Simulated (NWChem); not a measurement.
System: HfIF3; SMILES [F][Hf]([F])([F])[I]

Here is an NWChem input.

```
start job
memory heap 200 mb stack 900 mb global 1100 mb
geometry units angstroms
  Hf     0.204774    -0.381859     0.715735
  F      0.590764     0.865025     1.993881
  F      1.667876    -1.443977     0.453817
  F     -1.190008    -1.413868     1.287513
  I     -0.447997     0.835423    -1.565857
end
basis spherical
  * library def2-svp
end
ecp
  I library def2-ecp
  Hf library def2-ecp
end
dft
  xc pbe0
  iterations 150
end
driver
  maxiter 120
end
task dft optimize
dft
  grid fine
  convergence energy 1d-8 density 1d-7
end
task dft freq numerical
```

Parts of the log:

```
             Northwest Computational Chemistry Package (NWChem) 7.3.0
             --------------------------------------------------------

 C3V symmetry detected

                             Geometry "geometry" -> ""
                             -------------------------

 Output coordinates in angstroms (scale by  1.889725989 to convert to a.u.)

  No.       Tag          Charge          X              Y              Z
 ---- ---------------- ---------- -------------- -------------- --------------
    1 Hf                  72.0000     0.00000000     0.00000000     0.82006924
    2 F                    9.0000     1.21541881     1.21541881     1.43884772
    3 F                    9.0000     0.44487416    -1.66029298     1.43884772
    4 F                    9.0000    -1.66029298     0.44487416     1.43884772
    5 I                   53.0000     0.00000000     0.00000000    -1.84705422

 Effective nuclear repulsion energy (a.u.)    1567.6312803894

      Symmetry information
      --------------------

 Group name             C3v
 Group number             17
 Group order               6
 No. of unique centers     3

                                Z-matrix (autoz)
                                --------

 Units are Angstrom for bonds and degrees for angles

      Type          Name      I     J     K     L     M      Value
      ----------- --------  ----- ----- ----- ----- ----- ----------
    1 Stretch                  1     2                       1.82685
    2 Stretch                  1     3                       1.82685
    3 Stretch                  1     4                       1.82685
    4 Stretch                  1     5                       2.66712
    5 Bend                     2     1     3               109.14194
    6 Bend                     2     1     4               109.14194
    7 Bend                     2     1     5               109.79853
    8 Bend                     3     1     4               109.14194
    9 Bend                     3     1     5               109.79853
   10 Bend                     4     1     5               109.79853

                           NWChem Geometry Optimization
                           ----------------------------

[...]

      ----------------------
      Optimization converged
      ----------------------

  Step       Energy      Delta E   Gmax     Grms     Xrms     Xmax
  ---- ---------------- -------- -------- -------- -------- --------
@    4    -645.05353879 -5.0D-07  0.00009  0.00005  0.00065  0.00135
                                     ok       ok       ok       ok

                                Z-matrix (autoz)
                                --------

 Units are Angstrom for bonds and degrees for angles

      Type          Name      I     J     K     L     M      Value     Gradient
      ----------- --------  ----- ----- ----- ----- ----- ---------- ----------
    1 Stretch                  1     2                       1.89633    0.00001
    2 Stretch                  1     3                       1.89633    0.00001
    3 Stretch                  1     4                       1.89633    0.00001
    4 Stretch                  1     5                       2.71200   -0.00009
    5 Bend                     2     1     3               108.97191    0.00006
    6 Bend                     2     1     4               108.97191    0.00006
    7 Bend                     2     1     5               109.96603   -0.00006
    8 Bend                     3     1     4               108.97191    0.00006
    9 Bend                     3     1     5               109.96603   -0.00006
   10 Bend                     4     1     5               109.96603   -0.00006

                         Geometry "geometry" -> "geometry"
                         ---------------------------------

 Output coordinates in angstroms (scale by  1.889725989 to convert to a.u.)

[...]

 Rotational Constants
 --------------------
 A=   0.093106 cm-1  (  0.133956 K)
 B=   0.021385 cm-1  (  0.030767 K)
 C=   0.021385 cm-1  (  0.030767 K)

 Temperature                      =   298.15K
 frequency scaling parameter      =   1.0000

 Zero-Point correction to Energy  =    4.186 kcal/mol  (  0.006671 au)
 Thermal correction to Energy     =    8.641 kcal/mol  (  0.013770 au)
 Thermal correction to Enthalpy   =    9.233 kcal/mol  (  0.014714 au)

 Total Entropy                    =   89.083 cal/mol-K
   - Translational                =   43.548 cal/mol-K (mol. weight = 363.8424)
   - Rotational                   =   27.821 cal/mol-K (symmetry #  =        3)
   - Vibrational                  =   17.713 cal/mol-K

 Cv (constant volume heat capacity) =   19.945 cal/mol-K
   - Translational                  =    2.979 cal/mol-K
   - Rotational                     =    2.979 cal/mol-K
   - Vibrational                    =   13.986 cal/mol-K

[normal modes left out]

 ----------------------------------------------------------------------------
 Normal Eigenvalue ||           Projected Infra Red Intensities
  Mode   [cm**-1]  || [atomic units] [(debye/angs)**2] [(KM/mol)] [arbitrary]
 ------ ---------- || -------------- ----------------- ---------- -----------
    1       -0.000 ||    0.000000           0.000         0.000       0.000
    2       -0.000 ||    0.000000           0.000         0.000       0.000
    3       -0.000 ||    0.000000           0.000         0.000       0.000
    4       -0.000 ||    0.000000           0.000         0.000       0.000
    5        0.000 ||    0.000000           0.000         0.000       0.000
    6        0.000 ||    0.000000           0.000         0.000       0.000
    7      101.731 ||    0.004888           0.113         4.765       1.798
    8      101.731 ||    0.004888           0.113         4.765       1.798
    9      139.476 ||    0.004932           0.114         4.808       1.814
   10      158.689 ||    0.009256           0.214         9.023       3.405
   11      158.689 ||    0.009256           0.214         9.023       3.405
   12      220.320 ||    0.042266           0.975        41.203      15.549
   13      681.763 ||    0.120880           2.789       117.840      44.471
   14      681.763 ||    0.120880           2.789       117.840      44.471
   15      685.353 ||    0.090483           2.088        88.207      33.288
 ----------------------------------------------------------------------------
```

Level: PBE0/def2-SVP with def2 effective core potentials on I, Hf. def2 effective core potentials on I, Hf; no spin-orbit coupling.
